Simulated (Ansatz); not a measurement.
**A rate constant, worked out**

An elementary step of BH$_{2}$SOF, closed shell (BH₂SOF ([OH][B]([F])[SH]) → BOF + H₂S; B–S, O–H broken or loosened, S–H formed or tightened). The start structure is the reactant molecule, and the electronic barrier above it is 2.321 eV by CCSD(T) at an estimated basis limit (MP2 extrapolated from triple and quadruple zeta, plus CCSD(T) − MP2 in triple zeta). Program: Ansatz 0.2.0. Basis: def2-TZVPP and def2-QZVPP. Cores are frozen in the correlated methods. Extrapolation: Hartree–Fock as exp(−7.88 √X), correlation as X^−2.97. Harmonic wavenumbers at PBE0-D4/def2-TZVP (Ansatz 0.2.0), in cm⁻¹:

Start: 287, 296, 405, 518, 579, 667, 812, 984, 1265, 1455, 2729, 3911.

Saddle: 1090i, 260, 301, 421, 463, 546, 681, 1032, 1132, 1705, 1818, 2708.

Question: Work out the transition-state-theory rate constant at 500 K from these numbers alone (harmonic vibrations; rotation, path degeneracy and anharmonicity left out), and the Wigner tunnelling factor. Use 1 cm⁻¹ = 1.2398 × 10⁻⁴ eV and k_B = 8.617 × 10⁻⁵ eV/K.

Answer: Zero-point energies, half the sums: start 13908/2 cm⁻¹ = 0.8622 eV; saddle, real modes only, 11067/2 cm⁻¹ = 0.6861 eV.
Barrier with zero-point energy: 2.321 + 0.6861 − 0.8622 = 2.1449 eV.
k_BT = 0.04309 eV, so the barrier is 49.78 k_BT.
Vibrational partition functions from the zero-point level, ln q = −Σ ln(1 − exp(−hν/k_BT)): start 2.334, saddle 2.337.
k = (k_BT/h) exp(ln q‡ − ln q) exp(−E0/k_BT), with log₁₀(k_BT/h in s⁻¹) = 13.02: log₁₀ k = 13.02 + (0.003 − 49.78)/2.3026 = -8.60, so k ≈ 3 × 10^(-9) s⁻¹.
Wigner factor: 1 + (hν‡/k_BT)²/24 = 1 + (3.14)²/24 = 1.41. A change of 1 kcal/mol (0.043 eV) in the barrier would change k by a factor of 2.7 at this temperature.

No T1 diagnostic of these runs exceeds 0.016.

Labels in which every atom is bracketed show which atoms are joined, not bond orders.

For scale, one of the runs: CCSD(T)/def2-TZVPP, 163 basis functions, launched by `ansatz run in.yaml --threads 2 --pin off --events-out ev --progress --plain --max-ram 4352MiB`. The run took 28 s on 2 CPU threads of an Arm Neoverse V2 (shared host), with 1.3 GiB of host memory at its peak.
